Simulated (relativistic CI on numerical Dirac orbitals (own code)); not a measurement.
## Electric-dipole lines of Tl

Computed by Dirac-Coulomb-Breit CI, KLI orbitals optimised for each configuration, a model potential for QED, valence Slater integrals scaled by 0.85, P86 correlation energy added to each configuration (own radial code, finite nucleus).

CI space (outside the closed core [Xe] 4f14 5d10): 6s2 6p, 6s2 7s, 6s2 7p, 6s2 6d, 6s2 8s, 6s2 8p, 6s2 7d, 6s 6p2, 6s2 5f, 6s2 8d, 6s2 6f, 6s2 5g, 6s2 7f, 6s2 8f. Levels of other configurations are missing.

```csv
λ vac (Å),Lower,Upper,A (s⁻¹),gf,Branching (%)
2335.3,6s2 6p 2P°_1/2 [1],6s2 7d 2D_3/2 [16],4.84e+07,1.58e-01,73.6
2541.5,6s2 6p 2P°_3/2 [2],6s 6p2 4P_5/2 [23],6.78e+07,3.94e-01,99.2
2758.3,6s2 6p 2P°_1/2 [1],6s2 6d 2D_3/2 [7],1.26e+08,5.75e-01,84.0
2864.3,6s2 6p 2P°_3/2 [2],6s2 7d 2D_5/2 [15],3.71e+07,2.74e-01,78.9
3258.9,6s2 6p 2P°_3/2 [2],6s 6p2 4P_1/2 [8],1.18e+06,3.76e-03,13.2
3514.3,6s2 6p 2P°_3/2 [2],6s2 6d 2D_3/2 [7],2.36e+07,1.75e-01,15.7
3517.0,6s2 6p 2P°_3/2 [2],6s2 6d 2D_5/2 [6],1.32e+08,1.47e+00,100.0
6420.8,6s2 7s 2S_1/2 [3],6s2 8p 2P°_3/2 [12],5.76e+06,1.42e-01,54.2
```

Terms are leading LS components. Brackets give the number of a level in order of energy, since labels repeat. The list gives strong lines, with weight on those to low levels, without lines whose two gauges differ by over a factor of 2.5, among the lowest 27 of 32 levels, so that lines to higher ones, which can be the strongest, are missing, and without lines across small gaps between configurations, and without 21 lines that miss the measured interval by over 3.5 %, start from a term whose rates miss tabulated ones by over 60 %, have gauges far apart or, lacking measured levels, span too small a gap for the errors found; lines with a level outside our table were not tested and can miss by more. Levels whose partners in the same complex of configurations lie outside the list can be far off, and so can their lines. Rates are taken at the computed energies, electric ones in the length gauge.

Correlation outside the listed configurations is missing or only estimated: errors of thousands of cm⁻¹ between configurations and terms are usual at this charge. Rates and lifetimes follow the computed energies and can be off by large factors. The fine structure of a lone outer electron comes out too small, for d and f at times inverted, and misplaced configurations move strength between like terms. 11 of the 11 excited levels that our extract of the measured tables holds in this range could be paired (the sources list more); they are missed by 408 cm⁻¹ on average and 810 at most, and levels without a partner can miss by more.

**Question.** From the table, what is the radiative lifetime of 6s2 6d 2D_3/2?

**Answer.** The listed rates from this level add up to about 1.50e+08 s⁻¹, 100 % of its decay; with all channels τ = 6.66e-09 s.
